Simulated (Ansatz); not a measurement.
This geometry of BClFH3O (7 atoms, charge 0, multiplicity 1) is a first-order saddle point.

These are results of Ansatz, RKS B3LYP/def2-SVP, not measurements.

```xyz
7
Properties=species:S:1:pos:R:3
B -0.009 -0.290 -0.077
F -0.118 0.069 1.545
H 1.043 0.137 -0.454
Cl -1.513 0.222 -0.914
O -0.012 -1.720 0.347
H -0.837 -2.163 0.094
H -0.114 -1.042 1.441
```

(1) Which two structures does it join? (They come from a converged band through this point; their orientation in space is the band's.)

(2) How far does it lie above each of them?

## Answers

(1) Bonds broken: B1–F2, O5–H7. Bonds formed: F2–H7. BClFH3O becomes BClH2O + FH.

First end point:

```xyz
7
Properties=species:S:1:pos:R:3
B 0.012 -0.030 0.087
F -0.122 0.514 1.325
H 1.064 0.117 -0.479
Cl -1.493 0.115 -0.972
O -0.040 -1.714 0.462
H -0.909 -2.007 0.129
H -0.073 -1.783 1.432
```

Last end point:

```xyz
7
Properties=species:S:1:pos:R:3
B -0.067 -0.439 -0.529
F 0.014 -0.133 2.386
H 0.966 0.163 -0.556
Cl -1.479 0.158 -1.403
O -0.130 -1.608 0.157
H -0.992 -2.048 0.092
H 0.127 -0.879 1.836
```

(2) 0.99 eV above the first and 0.64 eV above the second. This is the barrier of this one path; another mechanism may lie lower. The orbitals stay closed-shell, which can raise the energy where a bond breaks towards radicals; this wasn't checked here.

Run time: 4.2 min on 1 thread of Arm Neoverse V1 (shared host), peak memory 0.17 GiB.
